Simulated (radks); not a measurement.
Values are calculated unless marked as measured or tabulated.
A nucleus of charge 80.4 with 80 electrons, configuration [Hg]. Code: a radial shooting solver on a logarithmic mesh with Libxc functionals. Model: Dirac Kohn-Sham, PBEsol, spin-unpolarised, spherical densities, finite nucleus; Fermi nuclear charge, rms radius 5.4648 fm. Some entries of the table are withheld. Estimate them.

orbital,occ.,eigenvalue (eV),<r^2> (bohr^2),r(max) (bohr)
1s1/2,2,-83938.58,0.0003764,(1)
2s1/2,2,-14895.38,0.005666,0.05898
2p1/2,2,-14300.53,0.003997,0.04329
2p3/2,4,-12307.61,0.005182,0.05082
3s1/2,2,-3544.494,0.03676,0.1660
3p1/2,2,-3275.072,0.03345,0.1547
3p3/2,4,-2833.044,0.03983,0.1700
3d3/2,4,-2385.217,0.03047,0.1322
3d5/2,6,-2290.585,0.03220,0.1363
4s1/2,2,-785.6695,0.1774,0.3736
4p1/2,2,(2),0.1804,0.3714
4p3/2,4,(3),0.2125,0.4027
4d3/2,4,(4),0.2227,0.3947
4d5/2,6,(5),0.2340,0.4043
5s1/2,2,-125.5390,0.8935,0.8205
4f5/2,6,-107.8760,0.2699,0.3606
4f7/2,8,-103.5227,0.2776,0.3652
5p1/2,2,-86.9458,1.040,0.8635
5p3/2,4,-67.8496,1.262,0.9425
5d3/2,4,-15.9710,2.362,1.124
5d5/2,6,-13.9858,2.588,1.161
6s1/2,2,-10.4542,7.389,2.137

Answer. 
(1) 1s1/2 r(max) (bohr): 0.01015
(2) 4p1/2 eigenvalue (eV): -669.7385
(3) 4p3/2 eigenvalue (eV): -562.6162
(4) 4d3/2 eigenvalue (eV): -372.6812
(5) 4d5/2 eigenvalue (eV): -352.6995
